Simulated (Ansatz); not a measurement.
Basis-set extrapolation for C2H4AlN (`C=C=[N][AlH2]`) (PBE0-D4/def2-TZVP geometry, frozen core, Ansatz 0.2.0). Multiplicity 1, RHF reference.

```
                      def2-TZVPP   def2-QZVPP
                 HF  -374.475078  -374.488056
    MP2 correlation    -0.582848    -0.622196
CCSD(T) correlation    -0.638056      not run
```

Energies in hartree. Use E(X) = E(∞) + A·exp(−7.88·√X) for Hartree–Fock and E(X) = E(∞) + B·X^(−2.97) for correlation, with X = 3 and 4, and add CCSD(T) minus MP2 of the smaller set to the MP2 limit.

**Question.** What is the CCSD(T) energy at the basis-set limit?

**Answer.** HF limit: -374.488056 + (-0.012978) × 0.13774 = -374.48984. MP2 limit: -0.622196 + (-0.039348) × 0.74074 = -0.65134. Higher-order term: -0.638056 − (-0.582848) = -0.05521. Total: -375.19639 hartree, 2.27 eV below CCSD(T)/def2-TZVPP.
